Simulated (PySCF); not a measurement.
C8H12, SMILES C#C/C=C\C(C)(C)C (GFN2-xTB optimised geometry):

```
20

C      1.887    -1.814    -0.001
C      0.687    -1.735     0.000
C     -0.722    -1.735     0.000
C     -1.515    -0.663     0.000
C     -1.084     0.783     0.000
C     -0.250     1.079     1.253
C     -2.327     1.677     0.001
C     -0.252     1.079    -1.255
H      2.935    -1.852    -0.001
H     -1.161    -2.726     0.001
H     -2.584    -0.831     0.000
H      0.047     2.126     1.266
H      0.644     0.463     1.269
H     -0.828     0.873     2.151
H     -2.934     1.490     0.884
H     -2.935     1.491    -0.882
H     -2.039     2.726     0.001
H      0.644     0.465    -1.271
H     -0.831     0.870    -2.152
H      0.042     2.126    -1.270
```

Computed with PBE0/def2-SVP (PySCF).

**Question.** What are the frontier orbital energies and the dipole moment?

**Answer.** HOMO-2 -9.07 eV, HOMO-1 -7.80 eV, HOMO -6.84 eV, LUMO -0.72 eV, LUMO+1 1.18 eV; dipole moment 0.50 D.

Meta-Löwdin charges at PBE0/def2-SVP: C1 -0.20, C2 -0.02, C3 -0.14, C4 -0.07, C5 0.06, C6 -0.30, C7 -0.30, C8 -0.30, H9 0.16, H10 0.13, H11 0.10, H12 0.09, H13 0.11, H14 0.10, H15 0.09, H16 0.09, H17 0.10, H18 0.11, H19 0.10, H20 0.09.
